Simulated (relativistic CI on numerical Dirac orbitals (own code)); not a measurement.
## Spin-allowed bands of a d8 ion in a tetrahedral site, by hand

Problem. Take Δ = 9250 cm⁻¹ and B = 690 cm⁻¹ for a d8 ion in a tetrahedral site. Calculate the three spin-allowed bands.

Working.
1. The terms of highest spin are 3F (energy 0) and 3P (15B = 10350 cm⁻¹). Here the F term splits into A2 at +1.2Δ = 11100, T2 at +0.2Δ = 1850 and T1 at −0.6Δ = -5550 cm⁻¹.
2. The two T1 states mix through the element 0.4Δ: H = [[-5550, 3700], [3700, 10350]], with roots ½(H₁₁ + H₂₂) ∓ ½√[(H₂₂ − H₁₁)² + 4H₁₂²] = ½(4800) ∓ ½(17538) = -6369 and 11169 cm⁻¹.
3. The ground term is 3T1 at -6369 cm⁻¹.
4. Bands: 3T2 8219 cm⁻¹ (1217 nm), 3A2 17469 cm⁻¹ (572 nm), 3T1(P) 17538 cm⁻¹ (570 nm).

Check. Exact diagonalisation of the whole d8 shell with these parameters gives 3T2 8219, 3A2 17469, 3T1 17538 cm⁻¹. The match is exact, since without spin-orbit coupling no other term has this spin. The ratio of the second band to the first, 2.125, depends on Δ/B = 13.4 alone, which is how a Tanabe-Sugano diagram is read.
